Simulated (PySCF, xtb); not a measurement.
Sn(AsH2)(H)3 (AsH₅Sn), SMILES [AsH2][SnH3].

xtb with GFN2-xTB at its own geometry gives an orbital gap of 4.74 eV and a dipole moment of 1.99 D.

The structure is a stationary point at PBE-D3(BJ)/def2-TZVP. The def2 effective core potentials stand for the cores of Sn; spin–orbit coupling is left out.

Q: What does B3LYP/def2-TZVPD (PySCF) give? (The exact figures need the calculation; the answer reports its results.)

A: gap 6.21 eV (levels -7.25 and -1.04 eV), dipole 0.21 D.
